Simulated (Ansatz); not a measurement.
The lowest singlet and triplet of CH2O (SMILES C=O); geometries from B3LYP-D3(BJ)/def2-TZVP, each state relaxed from the structure named, with no frequency check.
Singlet (charge 0, multiplicity 1):
```xyz
4

C     -0.5167     0.0983     0.0005
O      0.6610    -0.1258    -0.0006
H     -1.2694    -0.7141     0.0007
H     -0.9186     1.1303     0.0013
```
Triplet (charge 0, multiplicity 3):
```xyz
4

C     -0.5797     0.1103     0.0005
O      0.7059    -0.1343    -0.0007
H     -1.2633    -0.7325     0.0007
H     -0.9061     1.1452     0.0013
```

A positive gap puts the triplet lower; no zero-point energy. R- takes a restricted singlet. U- takes an unrestricted singlet (broken symmetry where lower, unprojected). The triplet is unrestricted in single-reference levels. Active spaces average the two states.

Correlated levels freeze the cores.

The values were computed with Ansatz (a first-principles code) with Gaussian orbitals. 

### Question
Predict the gap E(singlet) − E(triplet), adiabatic from U-r2SCAN/def2-TZVPP.

### Answer
-64.5 kcal/mol

### Question
Predict the gap E(singlet) − E(triplet), adiabatic from SC-NEVPT2 on SA-CASSCF(4,3)/cc-pVQZ.

### Answer
-80.0 kcal/mol

### Question
Predict the gap E(singlet) − E(triplet), adiabatic from R-CCSD/cc-pVTZ.

### Answer
-72.7 kcal/mol
